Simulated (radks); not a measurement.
Neutral magnesium inside a hard spherical wall (all orbitals vanish at R), configuration held at [Ne] 3s2 and not refilled when levels cross. All-electron calculation, non-relativistic Kohn-Sham, PBEsol, spin-unpolarised, spherical densities, point nucleus. Program: a radial shooting solver on a logarithmic mesh with Libxc functionals. Eigenvalues in eV, with the zero of energy where the potential of the charges vanishes at infinity; a dash marks a level that is unbound or too diffuse for the functional's potential to be trusted. A positive occupied level is held by the wall or, in an anion where self-interaction has pushed it up, behind a barrier. The pressure on the wall is -dE/dV.

R (bohr)  E (hartree)  kinetic (hartree)    e(1s)    e(2s)    e(2p)   e(3s)  e(3p, empty)  e(4s, empty)  pressure (GPa)
free       -199.51737            199.103  -1254.2  -79.301  -46.593  -4.673        -1.313             -               0
20         -199.51737            199.103  -1254.2  -79.301  -46.593  -4.673        -1.313             -        < 0.0001
12         -199.51731            199.104  -1254.2  -79.294  -46.585  -4.667        -1.278         0.850        0.000975
8          -199.51282            199.137  -1253.9  -78.976  -46.269  -4.442        -0.775         4.222           0.180
6          -199.47877            199.307  -1252.5  -77.729  -45.026  -3.399         0.922        11.416            2.67
4          -199.18027            200.286  -1247.6  -73.191  -40.518   2.637         9.102        39.721            56.1
3          -198.38315            202.433  -1240.7  -67.464  -34.799  15.857        24.792        88.916             389
2          -194.26284            213.023  -1216.2  -50.934  -17.381  74.306        84.621        260.01            5630
